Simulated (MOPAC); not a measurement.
Input for MOPAC: PM6 on H3NPb (SMILES [NH2][PbH]), a point of a torsion scan.

```
PM6 1SCF PRECISE CHARGE=0 THREADS=1
H3NPb

N     -0.72938877 1     0.05641783 1     0.07860255 1
Pb     1.25709450 1    -0.63815281 1    -0.29750845 1
H     -1.44907596 1    -0.40082342 1     0.61125507 1
H     -1.19303332 1     0.71866260 1    -0.52491271 1
H      1.38942354 1    -1.59104748 1     1.27456794 1
```

Output:

```
*******************************************************************************
 **                                                                           **
 **                              MOPAC v23.2.5                                **
 **                                                                           **
 *******************************************************************************
 ** MOPAC's Digital Object Identifier: https://doi.org/10.5281/zenodo.6511958 **
 **                                                                           **
 ** Please cite the open-source release paper for use of this MOPAC version:  **
 ** J. E. Moussa and J. J. P. Stewart (2026)                                  **
 ** MOPAC: An open-source semiempirical molecular orbital program             **
 ** J. Open Source Softw., 11(119), 8025, https://doi.org/10.21105/joss.08025 **
 *******************************************************************************

                              PM6 CALCULATION RESULTS

 *******************************************************************************
 *  PM6        - The PM6 Hamiltonian to be used
 *
 *
 *
 *                 CHARGE ON SYSTEM = 0
 *
 *
 *
 *  PRECISE    - TIGHTER CRITERIA TO BE USED
 *  1SCF       - DO 1 SCF AND THEN STOP
 *  THREADS=1  - MULTI-THREADING NOT USED
 *  T=         - A TIME OF 172800.0 SECONDS REQUESTED
 *  DUMP=N     - RESTART FILE WRITTEN EVERY 7200.0 SECONDS REQUESTED
 *******************************************************************************
PM6 1SCF PRECISE CHARGE=0 THREADS=1
 H3NPb

   ATOM   CHEMICAL          X               Y               Z
  NUMBER   SYMBOL      (ANGSTROMS)     (ANGSTROMS)     (ANGSTROMS)

     1       N         -0.72938877  *   0.05641783  *   0.07860255  *
     2      Pb          1.25709450  *  -0.63815281  *  -0.29750845  *
     3       H         -1.44907596  *  -0.40082342  *   0.61125507  *
     4       H         -1.19303332  *   0.71866260  *  -0.52491271  *
     5       H          1.38942354  *  -1.59104748  *   1.27456794  *



          CARTESIAN COORDINATES

    NO.       ATOM           X           Y           Z

     1         N         -0.7294      0.0564      0.0786
     2        Pb          1.2571     -0.6382     -0.2975
     3         H         -1.4491     -0.4008      0.6113
     4         H         -1.1930      0.7187     -0.5249
     5         H          1.3894     -1.5910      1.2746

 General Reference for PM6:
 "Optimization of Parameters for Semiempirical Methods V: Modification of NDDO Approximations
 and Application to 70 Elements", J. J. P. Stewart, J. Mol. Mod., 13, 1173-1213 (2007)
 URL: https://link.springer.com/article/10.1007/s00894-007-0233-4

           Empirical Formula: H3 N Pb  =     5 atoms



      MOLECULAR POINT GROUP   :   C1


      RHF CALCULATION, NO. OF DOUBLY OCCUPIED LEVELS = 6


 -------------------------------------------------------------------------------
 PM6 1SCF PRECISE CHARGE=0 THREADS=1
 H3NPb



     1SCF WAS SPECIFIED, SO BFGS WAS NOT USED
     SCF FIELD WAS ACHIEVED


                              PM6 CALCULATION
                                                       MOPAC v23.2.5 Linux




          FINAL HEAT OF FORMATION =         74.84341 KCAL/MOL =     313.14484 KJ/MOL


          COSMO AREA              =         91.19 SQUARE ANGSTROMS
          COSMO VOLUME            =         75.28 CUBIC ANGSTROMS

          IONIZATION POTENTIAL    =          8.644404 EV
          HOMO LUMO ENERGIES (EV) =         -8.644 -1.395
          NO. OF FILLED LEVELS    =          6
          MOLECULAR WEIGHT        =        224.2304         POINT GROUP:  C1

          MOLECULAR DIMENSIONS (Angstroms)

            Atom       Atom       Distance
            H     5    H     4     3.90410
            H     3   Pb     2     2.43323
            H     4   Pb     2     0.24426


          SCF CALCULATIONS        =          1





   ATOM   CHEMICAL          X               Y               Z
  NUMBER   SYMBOL      (ANGSTROMS)     (ANGSTROMS)     (ANGSTROMS)

     1       N         -0.72938877  *   0.05641783  *   0.07860255  *
     2      Pb          1.25709450  *  -0.63815281  *  -0.29750845  *
     3       H         -1.44907596  *  -0.40082342  *   0.61125507  *
     4       H         -1.19303332  *   0.71866260  *  -0.52491271  *
     5       H          1.38942354  *  -1.59104748  *   1.27456794  *

                             CARTESIAN COORDINATES

   1    N       -0.729388770     0.056417830     0.078602550
   2   Pb        1.257094500    -0.638152810    -0.297508450
   3    H       -1.449075960    -0.400823420     0.611255070
   4    H       -1.193033320     0.718662600    -0.524912710
   5    H        1.389423540    -1.591047480     1.274567940


           Empirical Formula: H3 N Pb  =     5 atoms



      MOLECULAR POINT GROUP   :   C1


                  EIGENVALUES
 -29.55952 -18.64723 -15.81462 -11.77123  -9.45201  -8.64440  -1.39489  -0.26614
   2.16483   6.13599   7.35066


              NET ATOMIC CHARGES AND DIPOLE CONTRIBUTIONS

  ATOM NO.   TYPE          CHARGE      No. of ELECS.   s-Pop       p-Pop
    1          N          -0.757885        5.7579     1.55057     4.20731
    2         Pb           0.353421        3.6466     1.87690     1.76968
    3          H           0.211388        0.7886     0.78861
    4          H           0.217417        0.7826     0.78258
    5          H          -0.024342        1.0243     1.02434
 DIPOLE           X         Y         Z       TOTAL
 POINT-CHG.     1.910    -0.759    -0.868     2.231
 HYBRID        -2.680    -0.341     1.766     3.227
 SUM           -0.770    -1.100     0.898     1.616


          ATOMIC ORBITAL ELECTRON POPULATIONS

     Atom    s        px        py        pz
    1  N   1.55057   1.31803   1.42911   1.46017
    2 Pb   1.87690   0.45460   0.44462   0.87046
    3  H   0.78861
    4  H   0.78258
    5  H   1.02434

 **********************
 *                    *
 * JOB ENDED NORMALLY *
 *                    *
 **********************




 == MOPAC DONE ==
```

The run finished.

Cost: about 0.04 core-seconds (a rough figure).
